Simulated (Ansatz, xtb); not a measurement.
## Relative energy of two isomers of C5H4N2OSe

Structure a is `[H]/N=C\c1ncc(C=O)[se]1`, a singlet and structure b is `COc1nc[se]c1C#N`, a singlet. Both are isolated molecules in the gas phase, relaxed with r2SCAN-D4/def2-SVP; the shapes shown needn't be the lowest conformers.

a (Å):

```csv
atom,x (Å),y (Å),z (Å)
C,-1.8951,-2.4790,-0.7958
C,-0.8466,-1.6449,-0.1876
C,1.1196,-0.6241,-0.0201
C,0.6425,-0.1677,1.2009
C,1.3202,0.6905,2.1656
N,-1.7944,-3.0615,-1.9255
N,0.3137,-1.4167,-0.7592
O,0.8393,1.0521,3.2194
Se,-1.0808,-0.8165,1.4945
H,-0.8679,-2.8475,-2.3258
H,-2.8266,-2.5947,-0.2150
H,2.1141,-0.3675,-0.4006
H,2.3517,0.9997,1.8487
```

b (Å):

```xyz
13

C    -1.0432   -2.4758   -0.8702
C    -1.0177   -0.3887    0.2206
C     0.2090    1.2984   -0.5359
C    -1.4035    0.5030    1.2251
C    -2.2854    0.2523    2.2875
N    -0.1465    0.0605   -0.7205
N    -3.0180    0.0578    3.1775
O    -1.4879   -1.6305    0.1897
Se   -0.5454    2.1496    0.9472
H    -1.5439   -3.4375   -0.7087
H     0.0494   -2.6028   -0.8378
H    -1.3238   -2.0576   -1.8487
H     0.9039    1.8277   -1.1942
```

Quicker runs give these differences E(b) − E(a): GFN2-xTB −37.9 kJ/mol; HF/STO-3G −141.2 kJ/mol (at GFN2-xTB geometries); r2SCAN-D4/def2-SVP//GFN2-xTB +15.9 kJ/mol.

Problem. Estimate E(b) − E(a) at the level CCSD(T)/def2-SVP + ΔMP2/def2-TZVPP.

Solution. Calculated at CCSD(T)/def2-SVP + ΔMP2/def2-TZVPP: E(b) − E(a) = +8.8 kJ/mol, so structure a lies lower.

The same difference at several levels:

| level | geometry | E(b) − E(a) (kJ/mol) | departure from the last row (kJ/mol) | job, with rough time for the two |
| --- | --- | --- | --- | --- |
| GFN2-xTB | GFN2-xTB | −37.9 | −46.7 | optimisation, 0.16 s |
| HF/STO-3G | GFN2-xTB | −141.2 | −150.1 | single point, 0.6 s |
| r2SCAN-D4/def2-SVP//GFN2-xTB | GFN2-xTB | +15.9 | +7.0 | single point, 4.3 s |
| r2SCAN-D4/def2-SVP | r2SCAN-D4/def2-SVP | +18.8 | +9.9 | optimisation, 38 s |
| HF/def2-SVP | r2SCAN-D4/def2-SVP | −4.9 | −13.8 | part of the CCSD(T) run |
| MP2/def2-SVP | r2SCAN-D4/def2-SVP | +1.3 | −7.6 | part of the CCSD(T) run |
| CCSD(T)/def2-SVP | r2SCAN-D4/def2-SVP | +7.3 | −1.6 | single point |
| CCSD(T)/def2-SVP + ΔMP2/def2-TZVPP | r2SCAN-D4/def2-SVP | +8.8 |  | single point, 2.7 min |

As drawn, b has 2 C–O, 1 C≡N, 1 C–H in place of 1 N–H, 1 C=N, 1 C–C, 1 C=O.

GFN2-xTB, HF/STO-3G, HF/def2-SVP put the two in the other order. MP2/def2-SVP finds them nearly level. The largest departure from CCSD(T)/def2-SVP + ΔMP2/def2-TZVPP is that of HF/STO-3G, 150.1 kJ/mol. The last row adds to CCSD(T) the change of the MP2 difference between the two basis sets, here +1.6 kJ/mol.

With thermal terms from frequencies at re-optimised GFN2-xTB minima (ideal gas, soft modes damped towards free rotors, one conformer each, 298.15 K, 1 atm): on the last row, ΔE + ΔZPE = +10.2, ΔH = +10.7, ΔG = +9.7 kJ/mol.

The correlated steps freeze 17 core orbitals; the filled d shell of Se is correlated, in a basis made for valence electrons. Programs: Ansatz 0.2.0, xtb 6.7.1; the last row on 4 threads of Arm Neoverse V2 on a shared host.
